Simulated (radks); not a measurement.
The nitrogen anion N-, [He] 2s2 2p4, held by a Watson sphere: a shell of charge +0.93 at radius R that stands for the Madelung well of a crystal (potential energy -0.93/R inside, -0.93/r outside, in hartree with lengths in bohr). Calculated with a radial shooting solver on a logarithmic mesh with Libxc functionals: non-relativistic Kohn-Sham, PBEsol, spin-polarised, spherical densities, point nucleus; open shells are filled with parallel spins first. Response by self-consistent Sternheimer equations with the Hartree and adiabatic LDA kernel. The sphere does not respond.

R (bohr)  e(2s down) (eV)  e(2p up) (eV)  e(2p down) (eV)  <r> 2p (bohr)  sum of <r^2> (bohr^2)  X-ray form factor at sin(theta)/lambda = 0.1 1/angstrom  alpha (bohr^3)
1.71              -16.351         -7.535           -5.131          1.655                  17.34                                                    6.896           12.34
2.63              -14.486         -5.944           -3.704          1.849                  20.34                                                    6.756           20.78
2.67              -14.418         -5.883           -3.647          1.857                  20.45                                                    6.751           21.25
3.33              -13.438         -4.983           -2.792          1.993                  22.20                                                    6.688           30.70
3.88              -12.803         -4.391           -2.211          2.111                  23.56                                                    6.649           42.27
3.96              -12.722         -4.315           -2.136          2.130                  23.75                                                    6.644           44.39
